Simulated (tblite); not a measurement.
Record of a relaxation.

C4H6F2NO (doublet state).
Atom-mapped SMILES: `[CH3:1][C:2](=[N:3])[CH2:4][O:5][CH:6]([F:7])[F:8]` (hydrogens: H9, H10, H11 on C1; H12, H13 on C4; H14 on C6)
Bond orders are those of one Lewis drawing.

Computed with GFN2-xTB (tblite), gas phase: L-BFGS steps from a force-field or distance-geometry start until the largest atomic force falls under 0.01 eV/Å. 10 of its 236 geometries are shown.

Step 0: E = -760.4131 eV, largest atomic force 5.840 eV/Å
```
atom  x, y, z in Å  |  force x, y, z in eV/Å
C1     -2.368    0.498    0.472   -0.599   0.474   1.146
C2     -1.165   -0.352    0.650   -0.439  -5.277   2.462
N3     -1.265   -1.529    1.208    0.130   3.746  -1.801
C4      0.200    0.081    0.236   -0.715   0.472  -0.410
O5      1.177   -0.887    0.524    1.689   1.098  -0.638
C6      2.396   -0.369    0.082   -0.056  -0.863   0.800
F7      2.917   -1.272   -0.828   -0.037   1.339   1.291
F8      3.279   -0.156    1.162   -0.958  -0.824  -1.579
H9     -3.136    0.010   -0.146    0.497   0.296   0.048
H10    -2.832    0.601    1.502    0.407   0.050  -1.115
H11    -2.061    1.482    0.117   -0.330  -0.115  -0.157
H12     0.125    0.234   -0.866    0.222   0.244   0.366
H13     0.452    1.001    0.785   -0.161   0.190  -0.259
H14     2.281    0.659   -0.360    0.350  -0.830  -0.155
```

Step 26: E = -761.1186 eV, largest atomic force 0.032 eV/Å
```
atom  x, y, z in Å  |  force x, y, z in eV/Å
C1     -2.349    0.482    0.520    0.006  -0.005   0.006
C2     -1.182   -0.475    0.728    0.013   0.006  -0.003
N3     -1.293   -1.584    1.227   -0.008   0.021  -0.005
C4      0.130    0.129    0.229   -0.002  -0.005  -0.006
O5      1.197   -0.770    0.467    0.002   0.023  -0.017
C6      2.420   -0.361    0.078    0.002   0.008  -0.005
F7      2.978   -1.264   -0.753   -0.002  -0.008   0.011
F8      3.256   -0.277    1.137   -0.003  -0.004   0.001
H9     -3.065    0.024   -0.158    0.010  -0.009   0.007
H10    -2.840    0.646    1.475   -0.014   0.004  -0.003
H11    -2.008    1.429    0.111   -0.017  -0.002   0.005
H12     0.022    0.323   -0.848    0.007   0.009   0.014
H13     0.295    1.077    0.761    0.002  -0.032  -0.004
H14     2.437    0.621   -0.435    0.004  -0.006  -0.002
```

Step 52: E = -761.1329 eV, largest atomic force 0.152 eV/Å
```
atom  x, y, z in Å  |  force x, y, z in eV/Å
C1     -2.358    0.468    0.513   -0.006   0.027  -0.014
C2     -1.170   -0.445    0.762    0.063  -0.057   0.033
N3     -1.253   -1.524    1.328   -0.022  -0.022   0.000
C4      0.136    0.154    0.243    0.149  -0.023   0.017
O5      1.155   -0.831    0.241    0.036  -0.069   0.020
C6      2.410   -0.396    0.010   -0.046   0.041  -0.043
F7      3.099   -1.352   -0.629   -0.036   0.022   0.024
F8      3.095   -0.156    1.160   -0.127  -0.007  -0.027
H9     -3.010   -0.006   -0.215   -0.033  -0.026  -0.037
H10    -2.913    0.595    1.437   -0.031  -0.021   0.045
H11    -2.037    1.434    0.139    0.026   0.071  -0.008
H12    -0.021    0.543   -0.772    0.002  -0.028  -0.058
H13     0.407    0.979    0.910   -0.021   0.098   0.082
H14     2.461    0.536   -0.589    0.045  -0.007  -0.034
```

Step 78: E = -761.1780 eV, largest atomic force 0.122 eV/Å
```
atom  x, y, z in Å  |  force x, y, z in eV/Å
C1     -2.326    0.490    0.546   -0.054   0.002   0.016
C2     -1.163   -0.463    0.771   -0.041  -0.011  -0.049
N3     -1.300   -1.579    1.248    0.050   0.008   0.037
C4      0.152    0.142    0.297    0.012  -0.004  -0.015
O5      1.147   -0.861    0.249    0.012   0.031   0.050
C6      2.377   -0.411   -0.060    0.036  -0.054  -0.021
F7      3.160   -1.460   -0.326    0.016   0.040   0.030
F8      2.952    0.245    0.990   -0.036  -0.013  -0.116
H9     -2.804    0.212   -0.392   -0.013   0.040  -0.005
H10    -3.042    0.366    1.351   -0.070   0.014   0.003
H11    -1.992    1.522    0.496    0.028  -0.027   0.017
H12     0.002    0.573   -0.705    0.028   0.022   0.019
H13     0.431    0.940    1.002    0.001  -0.059  -0.030
H14     2.407    0.282   -0.929    0.032   0.012   0.063
```

Step 104: E = -761.2088 eV, largest atomic force 0.056 eV/Å
```
atom  x, y, z in Å  |  force x, y, z in eV/Å
C1     -2.314    0.514    0.616   -0.015   0.004  -0.015
C2     -1.178   -0.491    0.720    0.000   0.001  -0.002
N3     -1.341   -1.656    1.045    0.002   0.010   0.011
C4      0.161    0.139    0.342   -0.003   0.012   0.003
O5      1.204   -0.803    0.496    0.000   0.016  -0.003
C6      2.361   -0.452   -0.095   -0.003   0.008  -0.002
F7      3.248   -1.429    0.082   -0.003   0.002  -0.002
F8      2.898    0.667    0.477    0.006  -0.010   0.002
H9     -2.460    0.771   -0.432    0.001   0.005  -0.001
H10    -3.222    0.067    1.006   -0.018   0.022   0.009
H11    -2.071    1.417    1.174    0.003  -0.056   0.004
H12     0.100    0.482   -0.702    0.021  -0.017  -0.010
H13     0.336    1.007    0.992    0.009   0.004   0.008
H14     2.278   -0.233   -1.182   -0.002  -0.002  -0.001
```

Step 131: E = -761.2161 eV, largest atomic force 0.027 eV/Å
```
atom  x, y, z in Å  |  force x, y, z in eV/Å
C1     -2.316    0.510    0.652   -0.001  -0.005   0.003
C2     -1.169   -0.487    0.680   -0.004   0.004   0.009
N3     -1.309   -1.672    0.937    0.006  -0.003  -0.012
C4      0.161    0.188    0.329   -0.003   0.008   0.000
O5      1.250   -0.647    0.669    0.000   0.006   0.001
C6      2.357   -0.475   -0.075   -0.004  -0.012  -0.011
F7      3.243   -1.415    0.251    0.006   0.009   0.004
F8      2.957    0.725    0.188   -0.002   0.000   0.010
H9     -2.256    1.114   -0.250   -0.015  -0.006   0.011
H10    -3.262   -0.022    0.686    0.023   0.015  -0.001
H11    -2.236    1.156    1.525    0.002  -0.007  -0.010
H12     0.156    0.389   -0.752   -0.003   0.007  -0.007
H13     0.234    1.139    0.872    0.002  -0.006  -0.005
H14     2.189   -0.501   -1.173   -0.006  -0.012   0.008
```

Step 157: E = -761.2563 eV, largest atomic force 0.272 eV/Å
```
atom  x, y, z in Å  |  force x, y, z in eV/Å
C1     -2.296    0.440    0.815    0.005   0.055   0.018
C2     -1.138   -0.426    0.358   -0.067   0.130  -0.027
N3     -1.187   -1.623    0.140   -0.038  -0.160  -0.039
C4      0.160    0.393    0.160    0.026   0.067   0.055
O5      1.235   -0.230    0.839    0.078   0.151  -0.212
C6      2.310   -0.553    0.085   -0.091   0.078  -0.005
F7      3.117   -1.326    0.804    0.073  -0.031   0.065
F8      3.034    0.565   -0.237   -0.066  -0.089   0.041
H9     -2.449    1.243    0.089   -0.019  -0.162   0.107
H10    -3.198   -0.162    0.917    0.111   0.081  -0.071
H11    -2.039    0.877    1.780   -0.031  -0.034  -0.050
H12     0.353    0.469   -0.920    0.004  -0.005   0.136
H13     0.016    1.394    0.583    0.076  -0.068  -0.037
H14     2.082   -1.061   -0.873   -0.062  -0.013   0.020
```

Step 183: E = -761.4472 eV, largest atomic force 0.130 eV/Å
```
atom  x, y, z in Å  |  force x, y, z in eV/Å
C1     -2.002    0.158    0.941   -0.068  -0.055  -0.096
C2     -0.953   -0.181   -0.086    0.055  -0.056  -0.056
N3     -0.887   -1.200   -0.758    0.024   0.032  -0.001
C4      0.204    0.847   -0.139   -0.004   0.006   0.006
O5      1.188    0.414    0.778    0.034   0.087  -0.040
C6      1.933   -0.639    0.365   -0.051  -0.043   0.044
F7      2.440   -1.242    1.445    0.070  -0.015   0.032
F8      2.991   -0.227   -0.376    0.012   0.002  -0.023
H9     -2.636    0.958    0.559    0.062  -0.010   0.029
H10    -2.605   -0.727    1.121   -0.082   0.029   0.059
H11    -1.517    0.478    1.859    0.012   0.017   0.007
H12     0.607    0.924   -1.154   -0.027  -0.040   0.039
H13    -0.133    1.821    0.213   -0.005   0.032   0.038
H14     1.369   -1.384   -0.232   -0.033   0.012  -0.037
```

Step 209: E = -761.4951 eV, largest atomic force 0.093 eV/Å
```
atom  x, y, z in Å  |  force x, y, z in eV/Å
C1     -2.158    0.236    0.792    0.062   0.038  -0.011
C2     -0.882   -0.249    0.149    0.025   0.019   0.029
N3     -0.665   -1.381   -0.259   -0.025  -0.056   0.003
C4      0.243    0.816    0.107    0.028  -0.017  -0.029
O5      1.374    0.369    0.817    0.070  -0.001   0.004
C6      2.027   -0.672    0.242    0.024   0.009  -0.010
F7      2.949   -1.127    1.093   -0.045   0.024   0.040
F8      2.701   -0.275   -0.870   -0.014   0.014  -0.022
H9     -2.389    1.255    0.489    0.015  -0.056  -0.055
H10    -2.972   -0.433    0.527   -0.020   0.005   0.058
H11    -1.998    0.217    1.870   -0.066  -0.005  -0.004
H12     0.489    0.995   -0.945    0.023   0.058  -0.066
H13    -0.063    1.747    0.583   -0.018  -0.034   0.085
H14     1.341   -1.499   -0.057   -0.058   0.003  -0.023
```

Step 235: E = -761.5469 eV, largest atomic force 0.006 eV/Å
```
atom  x, y, z in Å  |  force x, y, z in eV/Å
C1     -2.182    0.278    0.626    0.002   0.003   0.001
C2     -0.805   -0.297    0.382   -0.004  -0.002  -0.003
N3     -0.564   -1.479    0.174   -0.003   0.002   0.002
C4      0.282    0.800    0.386    0.001  -0.001  -0.001
O5      1.542    0.337    0.808   -0.001   0.001  -0.004
C6      2.043   -0.701    0.097   -0.001   0.002   0.003
F7      3.145   -1.142    0.705    0.002  -0.002  -0.003
F8      2.418   -0.316   -1.153   -0.002   0.000   0.001
H9     -2.349    1.121   -0.041    0.002   0.001   0.000
H10    -2.933   -0.487    0.454    0.001  -0.002   0.002
H11    -2.243    0.621    1.657   -0.003  -0.004  -0.003
H12     0.335    1.202   -0.635    0.002   0.001   0.003
H13     0.019    1.592    1.088    0.000   0.000  -0.001
H14     1.292   -1.529   -0.012    0.001   0.000   0.003
```

Question: Summarise the path.

Answer: The energy falls by 26.15 kcal/mol from step 0 to step 235; nine tenths of that is first reached at step 179. It rises by more than 0.2 meV at steps 51, 54, 86, 93, 101, 155, 163 and 210 and others. The largest force goes from 5.840 to 0.006 eV/Å. Among the bonds C2=N3 changes most, from 1.306 to 1.224 Å; the atoms move by 1.346 Å rms after alignment.

Question: Follow the three bonds and two angles with the largest change from start to end.

Answer: 
| step | E above end (kcal/mol) | largest force (eV/Å) | C2=N3 (Å) | C2–C4 (Å) | C6–F8 (Å) | C1–C2–C4 (°) | C4–O5–C6 (°) |
| --- | --- | --- | --- | --- | --- | --- | --- |
| 0 | 26.15 | 5.840 | 1.306 | 1.491 | 1.411 | 122.8 | 106.6 |
| 10 | 10.19 | 0.217 | 1.222 | 1.529 | 1.351 | 112.7 | 115.0 |
| 20 | 9.89 | 0.031 | 1.221 | 1.528 | 1.351 | 111.4 | 116.4 |
| 31 | 9.86 | 0.030 | 1.221 | 1.526 | 1.352 | 111.6 | 116.6 |
| 41 | 9.83 | 0.022 | 1.221 | 1.528 | 1.354 | 112.4 | 117.1 |
| 51 | 10.36 | 0.871 | 1.224 | 1.525 | 1.385 | 112.4 | 114.7 |
| 61 | 9.23 | 0.040 | 1.221 | 1.529 | 1.362 | 112.0 | 114.2 |
| 72 | 8.99 | 0.156 | 1.221 | 1.530 | 1.362 | 111.8 | 115.1 |
| 82 | 8.32 | 0.104 | 1.221 | 1.526 | 1.364 | 111.4 | 113.9 |
| 92 | 7.95 | 0.065 | 1.221 | 1.527 | 1.366 | 111.9 | 114.7 |
| 102 | 7.81 | 0.106 | 1.221 | 1.527 | 1.366 | 111.3 | 114.2 |
| 112 | 7.74 | 0.127 | 1.221 | 1.530 | 1.367 | 111.3 | 114.4 |
| 123 | 7.65 | 0.044 | 1.220 | 1.531 | 1.367 | 111.4 | 115.3 |
| 133 | 7.63 | 0.015 | 1.220 | 1.531 | 1.367 | 111.2 | 115.1 |
| 143 | 7.60 | 0.078 | 1.221 | 1.535 | 1.369 | 111.6 | 115.6 |
| 153 | 7.25 | 0.395 | 1.224 | 1.547 | 1.369 | 110.9 | 115.4 |
| 163 | 5.76 | 0.945 | 1.210 | 1.554 | 1.357 | 112.9 | 119.3 |
| 174 | 2.94 | 0.289 | 1.219 | 1.556 | 1.364 | 112.8 | 114.9 |
| 184 | 2.23 | 0.105 | 1.222 | 1.552 | 1.357 | 113.0 | 114.9 |
| 194 | 1.88 | 0.068 | 1.221 | 1.554 | 1.358 | 112.9 | 115.0 |
| 204 | 1.61 | 0.331 | 1.224 | 1.550 | 1.364 | 113.4 | 115.2 |
| 215 | 0.73 | 0.149 | 1.224 | 1.548 | 1.360 | 113.4 | 113.8 |
| 225 | 0.01 | 0.048 | 1.224 | 1.545 | 1.360 | 111.9 | 115.2 |
| 235 | 0.00 | 0.006 | 1.224 | 1.544 | 1.360 | 111.8 | 115.2 |

The cost below is that of the whole relaxation. On an Arm Neoverse V1 with one thread, shared host with 32 logical CPUs at a one-minute load of 19, this took 1.4 s.
